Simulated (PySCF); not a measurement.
Species: C4H10O2S.
Atom-mapped SMILES: `[CH3:1][CH2:2][CH2:3][S:4]([CH3:5])(=[O:6])=[O:7]` (hydrogens: H8, H9, H10 on C1; H11, H12 on C2; H13, H14 on C3; H15, H16, H17 on C5)

Geometry (GFN2-xTB, Å), atoms numbered from 1 in this order:
```
atom  x, y, z in Å
C1    -2.2686    0.4265    0.1297
C2    -1.4113   -0.6606   -0.5062
C3    -0.0101   -0.1603   -0.8065
S4     0.9180   -0.0096    0.7582
C5     2.6396    0.2099    0.2093
O6     0.8265   -1.2565    1.4664
O7     0.5246    1.1838    1.4568
H8    -3.2370    0.0255    0.4170
H9    -1.7765    0.8210    1.0138
H10   -2.4285    1.2449   -0.5698
H11   -1.8809   -1.0150   -1.4281
H12   -1.3212   -1.5073    0.1775
H13    0.5515   -0.8700   -1.4076
H14   -0.0115    0.8217   -1.2703
H15    2.6815    1.0831   -0.4281
H16    2.9493   -0.6843   -0.3146
H17    3.2475    0.3592    1.0926
```

Computed, not measured: PBE0/pcSseg-1 in PySCF (dipole) on a GFN2-xTB geometry, gas phase.

Take the most abundant isotopes and a rigid rotor. The values belong to one conformer with, in the numbering `[CH3:1][CH2:2][CH2:3][S:4]([CH3:5])(=[O:6])=[O:7]`, C1–C2–C3–S4 73°, C2–C3–S4–C5 167°.

Question: What are A, B and C (MHz)?

Answer: Ia = 131.98, Ib = 324.27, Ic = 339.09 u·Å²; 505379 MHz·u·Å²/I gives A = 3829, B = 1559, C = 1490 MHz.

Question: What kind of rotor is it?

Answer: A near-prolate asymmetric top. Ray's parameter κ = (2B − A − C)/(A − C) = -0.942; −1 is the prolate and +1 the oblate limit.

Question: Is it planar, by Δ = Ic − Ia − Ib?

Answer: Not planar: Δ = Ic − Ia − Ib = -117.16 u·Å². For a rigid frame Δ = −2 Σ m c², so Σ m c² = 58.58 u·Å² lies off the ab plane: 9.75 from hydrogen and 48.83 from heavier atoms. The atom farthest from that plane is 1.77 Å away.

Question: Give the other two planar moments, Paa and Pbb, and the rms extents of the mass along the axes.

Answer: Paa = Σ m a² = (Ib + Ic − Ia)/2 = 265.69 and Pbb = Σ m b² = (Ia + Ic − Ib)/2 = 73.40 u·Å². With the mass M = 122.04 u, the rms extents √(P/M) along a, b and c are 1.48, 0.78, 0.69 Å.

Question: List the rotational levels J(Ka,Kc) to J = 3 (K).

Answer: Above 0(0,0), as E/k:
J = 1: 1(0,1) 0.146, 1(1,1) 0.255, 1(1,0) 0.259
J = 2: 2(0,2) 0.439, 2(1,2) 0.545, 2(1,1) 0.554, 2(2,1) 0.881, 2(2,0) 0.881
J = 3: 3(0,3) 0.878, 3(1,3) 0.979, 3(1,2) 0.998, 3(2,2) 1.320, 3(2,1) 1.321, 3(3,1) 1.873, 3(3,0) 1.873
The levels of one J sum to (2J + 1)J(J + 1)(A + B + C)/3.

Question: Which types of transition are allowed, and where do some lines up to J = 5 fall?

Answer: The dipole components are |μa| = 0.11 D, |μb| = 3.32 D, |μc| = 2.83 D. Intensities carry the squares of the components, which stand as 0.00 : 1.00 : 0.73 (a : b : c). Some lines, for components of 0.1 D or more:

```csv
type,branch,"J(Ka,Kc)",MHz,lower level (cm⁻¹)
a,Q,"3(1,2) ← 3(1,3)",409,0.680
c,Q,"2(1,2) ← 2(0,2)",2204,0.305
c,Q,"1(1,1) ← 1(0,1)",2271,0.102
b,Q,"2(1,1) ← 2(0,2)",2408,0.305
a,R,"1(0,1) ← 0(0,0)",3049,0.000
c,Q,"5(2,4) ← 5(1,4)",6409,1.619
b,Q,"3(2,1) ← 3(1,2)",6718,0.694
b,R,"2(1,2) ← 1(0,1)",8300,0.102
a,R,"3(2,1) ← 2(2,0)",9153,0.613
b,R,"4(0,4) ← 3(1,3)",10074,0.680
b,Q,"4(3,2) ← 4(2,3)",11529,1.324
c,R,"3(1,2) ← 2(0,2)",11656,0.305
a,R,"4(1,4) ← 3(1,3)",12056,0.680
a,R,"4(1,3) ← 3(1,2)",12329,0.694
c,R,"4(1,3) ← 3(0,3)",14845,0.610
a,R,"5(3,2) ← 4(3,1)",15250,1.709
b,Q,"4(4,1) ← 4(3,2)",16130,1.709
b,R,"3(3,1) ← 2(2,0)",20670,0.613
c,R,"4(3,2) ← 3(2,2)",23723,0.918
b,R,"4(3,1) ← 3(2,2)",23723,0.918
b,R,"5(3,2) ← 4(2,3)",26779,1.324
c,R,"5(4,2) ← 4(3,2)",31378,1.709
```

Question: Estimate the classical rotational partition function at 10 K, 100 K and 200 K.

Answer: Point group C1, symmetry number σ = 1; q = (√π/σ)·√((kT/h)³/(ABC)), k/h = 20836.6 MHz/K: 1790 at 10 K, 56500 at 100 K, 160000 at 200 K.

GFN2-xTB frequencies: not computed here. No vibrational averaging or centrifugal distortion is included, and the geometry carries the error of its method. A rigid rotor knows nothing of internal rotation, which can split or shift real lines.
